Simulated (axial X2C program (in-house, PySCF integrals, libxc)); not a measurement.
**Which molecule has these constants?**

Calculated with an axial X2C code built on PySCF integrals, spin-free (one-electron X2C) or two-component (2c: spin–orbit coupling with atomic mean-field Coulomb and Gaunt terms, which also bring small scalar terms), in Dyall basis sets with cores contracted in-house; open shells are unrestricted.

A two-component PBE0 calculation in a Dyall 3-zeta basis gave Re = 1.533 Å, ωe = 2183.6 cm⁻¹, Ω = 1/2.

Problem. Which molecule is it?
A. TiH⁺
B. CuH⁺
C. CrH⁺
D. NiH⁺
E. AsH⁺

Solution. E. The others have NiH⁺ 1.469 Å and 2038.4 cm⁻¹ (Ω = 3); CrH⁺ 1.597 Å and 1817.9 cm⁻¹ (Ω = 2); CuH⁺ 1.466 Å and 1899.0 cm⁻¹ (Ω = 1/2); TiH⁺ 1.695 Å and 1764.9 cm⁻¹ (Ω = 2).

Each entry is the lowest single determinant of a limited PBE0 search at one distance. De goes to single-determinant-based atoms at the same level (for ions the charge split of lowest energy) and is withheld (n/a) where an atom does not fit its ground term or J level. Main or longest-lived isotopes. One determinant is a doubtful description, or other states lie close, for NiH⁺, CrH⁺, TiH⁺; these need not be ground states, and all values refer to the states named. Some open-shell Ω = 0 determinants are out of reach, so the Ω given for CrH⁺ need not be the lowest component. With several unpaired electrons the Ω given is that of one determinant, not necessarily of the lowest component. The functionals have no current term, which raises determinants with orbital currents.
